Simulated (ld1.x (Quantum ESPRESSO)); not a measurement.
**Reading a pseudo-wave (Mn)**

Columns: radius, all-electron u(r) and pseudo u(r) of the 3d shell (level -7.01 eV) of manganese in the configuration [Ne] 3s2 3p6 3d5 4s2 4p0; LDA (PZ), scalar-relativistic, ultrasoft scheme, ld1.x (Quantum ESPRESSO) 7.5.

```json
{"r (bohr)": "0.100", "all-electron": "0.0589", "pseudo": "0.0011"}
{"r (bohr)": "0.200", "all-electron": "0.2443", "pseudo": "0.0082"}
{"r (bohr)": "0.300", "all-electron": "0.4610", "pseudo": "0.0267"}
{"r (bohr)": "0.400", "all-electron": "0.6443", "pseudo": "0.0600"}
{"r (bohr)": "0.500", "all-electron": "0.7732", "pseudo": "0.1091"}
{"r (bohr)": "0.600", "all-electron": "0.8492", "pseudo": "0.1728"}
{"r (bohr)": "0.700", "all-electron": "0.8826", "pseudo": "0.2473"}
{"r (bohr)": "0.800", "all-electron": "0.8848", "pseudo": "0.3273"}
{"r (bohr)": "0.900", "all-electron": "0.8663", "pseudo": "0.4063"}
{"r (bohr)": "1.000", "all-electron": "0.8346", "pseudo": "0.4779"}
{"r (bohr)": "1.100", "all-electron": "0.7953", "pseudo": "0.5364"}
{"r (bohr)": "1.200", "all-electron": "0.7521", "pseudo": "0.5779"}
{"r (bohr)": "1.300", "all-electron": "0.7074", "pseudo": "0.6004"}
{"r (bohr)": "1.400", "all-electron": "0.6628", "pseudo": "0.6043"}
{"r (bohr)": "1.500", "all-electron": "0.6193", "pseudo": "0.5922"}
{"r (bohr)": "1.600", "all-electron": "0.5776", "pseudo": "0.5677"}
{"r (bohr)": "1.700", "all-electron": "0.5379", "pseudo": "0.5356"}
{"r (bohr)": "1.800", "all-electron": "0.5005", "pseudo": "0.5004"}
{"r (bohr)": "1.900", "all-electron": "0.4654", "pseudo": "0.4654"}
{"r (bohr)": "2.000", "all-electron": "0.4326", "pseudo": "0.4326"}
{"r (bohr)": "2.100", "all-electron": "0.4020", "pseudo": "0.4020"}
{"r (bohr)": "2.200", "all-electron": "0.3735", "pseudo": "0.3735"}
{"r (bohr)": "2.300", "all-electron": "0.3470", "pseudo": "0.3470"}
{"r (bohr)": "2.400", "all-electron": "0.3224", "pseudo": "0.3224"}
{"r (bohr)": "2.500", "all-electron": "0.2995", "pseudo": "0.2995"}
{"r (bohr)": "2.600", "all-electron": "0.2783", "pseudo": "0.2783"}
```

Task: How many radial nodes do the two functions have?

Result: The all-electron 3d function has n − l − 1 = 0; the pseudo-wave has 0.

Task: At about which radius was the pseudo-wave matched?

Result: 2.00 bohr. The columns agree to 0.0005 from 1.80 bohr on; several derivatives are matched, so the curves merge somewhat inside the radius.

Task: Where does each function peak?

Result: Outermost all-electron maximum near 0.80 bohr, pseudo maximum near 1.40 bohr (to the table’s step).

Task: Is the pseudo-wave norm-conserving?

Result: No, it belongs to an ultrasoft set: the norm inside the radius is not constrained, and the difference is carried by the augmentation charge.
